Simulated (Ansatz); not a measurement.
One change: `BNC` becomes `CNBBr`.

Ansatz, PBE0-D4/def2-TZVP geometries, multiplicity 1. Each molecule was computed in one conformer, which needn't be the lowest.

Scalar relativity is left out up to krypton. Spin–orbit coupling is left out; it splits and shifts lone-pair levels of the heavy atoms by tenths of an eV.

```tsv
property	`BNC`
ideal-gas entropy at 298 K and 1 bar (rigid rotor, harmonic PBE0-D4/def2-TZVP) / J/(mol·K)	268
LUMO energy (B3LYP/def2-TZVPP) / eV	0.00
HOMO energy (PBE/def2-TZVPP) / eV	-6.61
size of the dipole moment (B3LYP/def2-TZVPP) / D	2.06
LUMO energy (PBE/def2-TZVPP) / eV	-0.70
LUMO energy (ωB97M-V/def2-TZVPP) / eV	2.02
```

Question: Give the same properties after the change, and the shifts. (Best estimate.)

Answer: Computed: 
```json
{"property": "ideal-gas entropy at 298 K and 1 bar (rigid rotor, harmonic PBE0-D4/def2-TZVP) / J/(mol·K)", "`CNBBr`": "314", "shift": "46"}
{"property": "LUMO energy (B3LYP/def2-TZVPP) / eV", "`CNBBr`": "-0.16", "shift": "-0.16"}
{"property": "HOMO energy (PBE/def2-TZVPP) / eV", "`CNBBr`": "-6.41", "shift": "0.20"}
{"property": "size of the dipole moment (B3LYP/def2-TZVPP) / D", "`CNBBr`": "3.06", "shift": "1.00"}
{"property": "LUMO energy (PBE/def2-TZVPP) / eV", "`CNBBr`": "-0.89", "shift": "-0.19"}
{"property": "LUMO energy (ωB97M-V/def2-TZVPP) / eV", "`CNBBr`": "1.93", "shift": "-0.09"}
```

With PBE0 the HOMO rises by 0.22 eV and the LUMO falls by 0.20 eV, so the gap narrows by about 0.42 eV. PBE moves the HOMO by 0.20 eV and ωB97M-V by 0.34 eV. Dipoles are sizes alone; their direction can turn.

B3LYP here is the variant with VWN-RPA as its local correlation; programs differ in this.
